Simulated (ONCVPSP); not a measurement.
# antimony, ONCV: configuration errors across variants

ONCVPSP 4.0.1 input, shortened (lines: element, Z, core and valence counts, functional; n l f; lmax; l rc ep ncon nbas qcut; lloc lpopt rc5 dvloc0; l nproj debl; icmod fcfact rcfact), LDA (Perdew-Wang 92), fully relativistic:

```
  Sb 51.00    6    5  -001012      upf
    1    0    2.00
    2    0    2.00
    2    1    6.00
    3    0    2.00
    3    1    6.00
    3    2   10.00
    4    0    2.00
    4    1    6.00
    4    2   10.00
    5    0    1.50
    5    1    3.50
    2
    0    1.30    0.00    3    6    7.10
    1    1.50    0.00    4    8   10.10
    2    1.50    0.00    3    8    9.40
    4    4    1.05    0.00
    0    2    2.60
    1    2    0.40
    2    2    2.60
    3    5.75    1.05
```

Open shells are filled in proportion to 2j + 1.

All-electron excitation energies from the reference (eV): (1) 4s2 4p6 4d10 5s2 5p3 -4.063; (2) 4s2 4p6 4d10 5s2 5p2 4.469; (3) 4s2 4p6 4d10 5s2 5p1 20.738; (4) 4s2 4p5 4d10 5s2 5p3 105.939.

4 further variants failed, have other tests or another functional or relativity, and are left out.

Errors AE − PS in meV (a dash: test not solved or not reliable):

| change | (1) | (2) | (3) | (4) | bound ghosts | GHOST(+) flags above zero |
| --- | --- | --- | --- | --- | --- | --- |
| base | -0.6 | -0.3 | +0.3 | -107 | none | none |
| d: rc 1.74 | -0.7 | -0.2 | +0.3 | -138 | none | none |
| core correction Teter function fitted to the true core (icmod 2), fcfact 0.15 | -0.6 | -0.3 | +0.3 | -110 | none | none |

(1) Give the same row for: local potential polynomial inside 1.05 bohr (lpopt 4, dvloc0 2.5 Ha).

## Answers

(1) -0.7, -0.3, +0.3, -107; bound ghosts: none; GHOST(+) flags above zero: none.
